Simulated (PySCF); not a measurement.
PySCF 2.14 output of an unrestricted r2SCAN calculation on a single atom or ion in ANO-RCC-VTZP (8s7p5d3f2g1h, 104 functions), with the spin-free X2C one-electron Hamiltonian (Gaussian nucleus):

```
SCF conv_tol = 1e-09
number electrons alpha = 34  beta = 32
    J. W. Furness, A. D. Kaplan, J. Ning, J. P. Perdew, and J. Sun.,  J. Phys. Chem. Lett. 11, 8208-8215 (2020)
    J. W. Furness, A. D. Kaplan, J. Ning, J. P. Perdew, and J. Sun.,  J. Phys. Chem. Lett. 11, 9248-9248 (2020)
    J. W. Furness, A. D. Kaplan, J. Ning, J. P. Perdew, and J. Sun.,  J. Phys. Chem. Lett. 11, 8208-8215 (2020)
    J. W. Furness, A. D. Kaplan, J. Ning, J. P. Perdew, and J. Sun.,  J. Phys. Chem. Lett. 11, 9248-9248 (2020)
cycle= 1 E= -13084.9755346418  delta_E= 0.00637  |g|= 0.709  |ddm|= 0.299
cycle= 2 E= -13084.7429043383  delta_E= 0.233  |g|= 1.75  |ddm|= 0.43
cycle= 3 E= -13085.0235145466  delta_E= -0.281  |g|= 0.0446  |ddm|= 0.29
cycle= 4 E= -13085.0237897246  delta_E= -0.000275  |g|= 0.0103  |ddm|= 0.0143
cycle= 5 E= -13085.0238015879  delta_E= -1.19e-05  |g|= 0.00042  |ddm|= 0.00231
cycle= 6 E= -13085.0238016096  delta_E= -2.17e-08  |g|= 1.87e-05  |ddm|= 9.82e-05
cycle= 7 E= -13085.0238016096  delta_E= -4.55e-11  |g|= 8.42e-07  |ddm|= 6.52e-06
converged SCF energy = -13085.0238016096  <S^2> = 2.0018979  2S+1 = 3.001265
```

The run itself started from symmetry-adapted Hartree-Fock orbitals and held the occupation by maximum overlap, on a logarithmic radial grid, so the iterations belong to that start.

Which element, charge and spin multiplicity is this?

Er²⁺ (erbium, charge +2), multiplicity 3; the state was [Xe] 4f12, one real determinant.

⟨L²⟩ = 24.02 against 30 for a pure H term, so this real determinant mixes terms. Spin-orbit coupling, absent here, splits the open shell strongly.
